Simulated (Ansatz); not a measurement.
`[OH][GeH]` + HCl → `[Cl][GeH]` + H₂O at 500 K and 1 bar (ligand exchange at a Ge–O bond).

Isolated molecules relaxed with PBE0-D4/def2-TZVP in Ansatz; ΔE leaves out vibrations. CCSD(T)/CBS adds triple-zeta CCSD(T) − MP2 to the extrapolated MP2 energy (def2 sets, frozen cores). This one scheme is used for every species. For Ge outer-core shells are correlated without core-valence functions, which leaves a few kJ/mol of doubt a bond. Scalar relativity is left out up to krypton.

```tsv
species	CCSD(T)/CBS energy (Eh)	H − E (kJ/mol)	S (J/(mol·K))
`[OH][GeH]`	-2152.47759	74.0	281.9
HCl	-460.38127	32.5	201.9
`[Cl][GeH]`	-2536.49422	38.3	287.7
H₂O	-76.37941	73.2	206.3
```

H − E and S are ideal-gas, rigid-rotor, harmonic terms from PBE0-D4/def2-TZVP. 1 Eh = 2625.50 kJ/mol, R = 8.31446 J/(mol·K).

Q: By hand: ΔE, ΔH, ΔS and ΔG.

A: ΔE = (-2536.49422) + (-76.37941) − (-2152.47759) − (-460.38127) = -0.01477 Eh = -38.8 kJ/mol. Δ(H − E) = 38.3 + 73.2 − 74.0 − 32.5 = 5.0, so ΔH = -33.8 kJ/mol. ΔS = 287.7 + 206.3 − 281.9 − 201.9 = 10.2 J/(mol·K). ΔG = -33.8 − 500 × (10.2)/1000 = -38.9 kJ/mol.

Q: By hand: the equilibrium constant, and the temperature at which ΔG would vanish if ΔH and ΔS stayed fixed.

A: log₁₀ K = −ΔG/(RT ln 10) = 4.1. ΔH and −TΔS have one sign here, so there is no such temperature.

The number of gas molecules stays the same, so ΔS is small and ΔH decides. A doubt of 5 kJ/mol in ΔE shifts log₁₀ K by 0.5 here. These are equilibria of isolated gas molecules and say nothing of rates. Largest T1 diagnostic: 0.016 (customary marks: 0.02 for closed shells, 0.045 for open ones).
